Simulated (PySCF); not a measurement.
# Radial density of Pt (platinum, neutral)

UHF, [Xe] 4f14 5d8 6s1 6p1, one real determinant (an excited configuration). Computed with PySCF 2.14 in x2c-TZVPPall with one added diffuse shell each of s, p, d, f type (12s8p8d4f1g, 113 functions), with the spin-free X2C one-electron Hamiltonian (Gaussian nucleus).

```
r (bohr)  4πr²ρ (e/bohr)  4πr²(ρα − ρβ)
  0.0135           107.6         0.0017
  0.0227           94.86         0.0009
  0.0381           127.8         0.0187
  0.0641           137.4         0.0742
   0.108           116.5         0.1531
   0.181           118.8        -0.0016
   0.305           76.20         0.2498
   0.513           63.90         0.0201
   0.864           21.92         0.8425
    1.45           9.900         1.5184
    2.44           2.191         1.0395
    4.11          0.4790         0.4196
    6.91         0.05323         0.0530
    11.6       0.0006216         0.0006
```

Densities and radii are taken from the X2C orbitals without a picture-change correction, which distorts them close to the nucleus.

⟨L²⟩ = 14.06 against 20 for a pure G term, so this real determinant mixes terms. Spin-orbit coupling, absent here, splits the open shell strongly.
